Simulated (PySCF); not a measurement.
Vertical excitations of a molecule C₃H₁₀OSi₂ from TDA-LC-ωPBE/def2-SVPD in PySCF 2.14.0, as energy in eV (oscillator strength): 3.63 (0.001), 7.06 (0.001), 7.52 (0.000), 7.76 (0.012), 8.02 (0.308), 8.27 (0.009). Lowest triplet (TDA): 2.88 eV. Coordinates come from a PBE0-D3(BJ)/def2-SVP optimisation. The values are those of a single conformer.

Task: Identify the compound among the candidates.
A) O[SiH2][C@H]1CC[SiH2]1
B) CC(=O)[SiH2]C[SiH3]
C) [SiH3]C[SiH]1COC1
D) C=CCO[SiH2][SiH3]

Result: B, CC(=O)[SiH2]C[SiH3]
